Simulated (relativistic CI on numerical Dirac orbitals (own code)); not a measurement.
**What each ingredient does to the levels of Hf20+**

Base calculation: Dirac-Coulomb-Breit CI, KLI orbitals optimised for each configuration, QED by a radiative potential, unscaled Slater integrals.

Configuration list (outside the closed core [Ar] 3d10 4p6 4d10): 4s2.4f6, 4s2.4f5.5s, 4s2.4f4.5s2, 4s2.4f5.6s, 4s.4f7, 4f8. Levels of other configurations are missing.

Variants: (1) valence Slater integrals scaled by 0.9; (2) only the first configuration; (3) non-relativistic limit. Shifts of the energy above 4s2.4f6 7F_0, in cm⁻¹, for the lowest level and the first level of each name with at least 55 % of one term (blank where a level changes its place among those of its configuration and J or its character, or is not in the variant):

```
        Level      Base     Δ(1)    Δ(2)      Δ(3)
 4s2.4f6 7F_0       0.0      0.0     0.0       0.0
 4s2.4f6 7F_1    3313.8   +589.2   -13.0   -3313.8
 4s2.4f6 7F_2    7493.8   +951.2   -22.3   -7493.8
 4s2.4f6 7F_3   11771.7  +1099.6   -27.8  -11771.7
 4s2.4f6 7F_4   15875.8  +1096.8   -29.9  -15875.8
 4s2.4f6 7F_5   19649.9   +967.0   -28.8  -19649.8
 4s2.4f6 7F_6   22879.9   +664.0   -23.2  -22879.9
 4s2.4f6 5D_1   43617.8  -2691.0   +47.1   +1484.3
 4s2.4f6 5L_6   53903.0  -4739.5    +3.9   -2872.6
 4s2.4f6 5D_2   53923.0  -2848.3   +40.0   -8820.8
 4s2.4f6 5L_7   60752.4  -4132.1   -21.1   -9721.9
 4s2.4f6 5G_2   62449.1  -4828.6   +65.6   -8960.1
 4s2.4f6 5D_3   64729.1  -3621.3   +38.1          
 4s2.4f6 5L_8   65305.9  -3957.6   -28.4  -14275.4
 4s2.4f6 5L_9   68239.1  -3945.9   -30.5  -17208.6
4s2.4f6 5L_10   68466.1  -4352.8   -21.9  -17435.6
 4s2.4f6 5F_1   83286.3  -5727.9   +35.6  -13019.6
 4s2.4f6 5I_8   85334.5  -5789.9   -20.6  -15552.5
4s2.4f6 3O_10   88685.2  -6796.3   -11.9   -4219.3
 4s2.4f6 3P_1   94503.8  -6260.0  +108.0  -11607.0
4s2.4f6 3O_11   97703.1  -6918.2   -37.6  -13237.1
4s2.4f6 3O_12  100020.1  -7061.4   -37.5  -15554.1
```

At this charge energies of transitions that change n are usually good to better than 1 %, and those within a shell (Δn = 0) to a few per cent. Terms inside the open d or f shell come out 10 to 20 % too wide with unscaled integrals.

Ionisation energy from the two ground configurations alone: base 539.74 eV; valence Slater integrals scaled by 0.9 539.441 eV. The NIST ASD value (theoretical) is 570 eV. The gap of more than 2 % comes from missing correlation, or from a tabulated value that is itself an estimate.

LS names give the leading component of a level, which can be under half, so a name can repeat, a term be missing and a line seem to break the LS rules.
